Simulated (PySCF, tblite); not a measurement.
Compound: C6H4FN3.
Cartesian coordinates in Å at the GFN2-xTB level; atoms count from 1:
```xyz
14
C6H4FN3 angstrom
F     -0.2030    2.6446   -0.2550
C     -0.3568    1.3081   -0.1260
C     -1.6064    0.7415   -0.0667
C     -1.7583   -0.6460    0.0680
C     -0.6805   -1.4953    0.1458
C      0.5915   -0.9245    0.0851
N      1.8414   -1.4687    0.1321
N      2.7011   -0.5498    0.0397
N      2.1038    0.6435   -0.0728
C      0.7549    0.4792   -0.0509
H     -2.4727    1.3810   -0.1251
H     -2.7592   -1.0465    0.1107
H     -0.7937   -2.5613    0.2496
H      2.6373    1.4937   -0.1566
```

Method: wB97X-D/def2-SVPD in PySCF (dipole) on a GFN2-xTB geometry, gas phase.

Take the most abundant isotopes and a rigid rotor. 

**Question.** Give the principal moments of inertia and the rotational constants in GHz.

**Answer.** Ia = 224.09, Ib = 333.52, Ic = 557.61 u·Å²; 505379 MHz·u·Å²/I gives 2255, 1515 and 906.3 MHz, that is A = 2.2552, B = 1.5153, C = 0.9063 GHz.

**Question.** Classify the top.

**Answer.** An asymmetric top. Ray's parameter κ = (2B − A − C)/(A − C) = -0.097; −1 is the prolate and +1 the oblate limit.

**Question.** Is it planar, by Δ = Ic − Ia − Ib?

**Answer.** Planar: Δ = Ic − Ia − Ib = 0.00 u·Å². For a rigid frame Δ = −2 Σ m c², so it vanishes when all atoms lie in the ab plane; here none is more than 0.01 Å from it.

**Question.** Where do the levels up to J = 3 lie, in MHz?

**Answer.** Above 0(0,0):
J = 1: 1(0,1) 2422, 1(1,1) 3162, 1(1,0) 3771
J = 2: 2(0,2) 7014, 2(1,2) 7396, 2(1,1) 9223, 2(2,1) 11443, 2(2,0) 11694
J = 3: 3(0,3) 13468, 3(1,3) 13613, 3(1,2) 17195, 3(2,2) 18708, 3(2,1) 19769, 3(3,1) 24064, 3(3,0) 24136
The levels of one J sum to (2J + 1)J(J + 1)(A + B + C)/3.

**Question.** Which lines would a microwave search look for?

**Answer.** The dipole components are |μa| = 2.73 D, |μb| = 0.55 D, |μc| = 0.00 D; the mirror of this Cs structure is the ab plane, so μc vanishes by symmetry and there are no c-type lines. Intensities carry the squares of the components, which stand as 1.00 : 0.04 (a : b). Some lines, for components of 0.1 D or more:

```json
{"type": "a", "branch": "Q", "J(Ka,Kc)": "3(2,1) ← 3(2,2)", "MHz": "1062", "lower level (cm⁻¹)": "0.624"}
{"type": "b", "branch": "Q", "J(Ka,Kc)": "2(1,1) ← 2(0,2)", "MHz": "2209", "lower level (cm⁻¹)": "0.234"}
{"type": "b", "branch": "Q", "J(Ka,Kc)": "3(2,1) ← 3(1,2)", "MHz": "2575", "lower level (cm⁻¹)": "0.574"}
{"type": "b", "branch": "R", "J(Ka,Kc)": "1(1,1) ← 0(0,0)", "MHz": "3162", "lower level (cm⁻¹)": "0.000"}
{"type": "b", "branch": "Q", "J(Ka,Kc)": "2(2,1) ← 2(1,2)", "MHz": "4047", "lower level (cm⁻¹)": "0.247"}
{"type": "a", "branch": "R", "J(Ka,Kc)": "2(0,2) ← 1(0,1)", "MHz": "4592", "lower level (cm⁻¹)": "0.081"}
{"type": "a", "branch": "R", "J(Ka,Kc)": "3(0,3) ← 2(0,2)", "MHz": "6454", "lower level (cm⁻¹)": "0.234"}
{"type": "a", "branch": "R", "J(Ka,Kc)": "3(2,2) ← 2(2,1)", "MHz": "7265", "lower level (cm⁻¹)": "0.382"}
{"type": "a", "branch": "R", "J(Ka,Kc)": "3(2,1) ← 2(2,0)", "MHz": "8075", "lower level (cm⁻¹)": "0.390"}
{"type": "b", "branch": "R", "J(Ka,Kc)": "3(3,1) ← 2(2,0)", "MHz": "12371", "lower level (cm⁻¹)": "0.390"}
{"type": "b", "branch": "R", "J(Ka,Kc)": "3(2,1) ← 2(1,2)", "MHz": "12373", "lower level (cm⁻¹)": "0.247"}
```

**Question.** Estimate the classical rotational partition function at 100 K, 200 K and 500 K.

**Answer.** Point group Cs, symmetry number σ = 1; q = (√π/σ)·√((kT/h)³/(ABC)), k/h = 20836.6 MHz/K: 95800 at 100 K, 271000 at 200 K, 1070000 at 500 K.

Its GFN2-xTB frequencies are all real (lowest 173 cm⁻¹). These are rigid-rotor constants of the computed structure; measured ground-state constants (B0) also hold zero-point vibration. Quadrupole hyperfine structure (14N) is left out.

Rough CPU time on one thread of a shared machine: about 2.3 min. This is the wB97X-D/def2-SVPD job that gave the dipole, with the excitations it also computed.
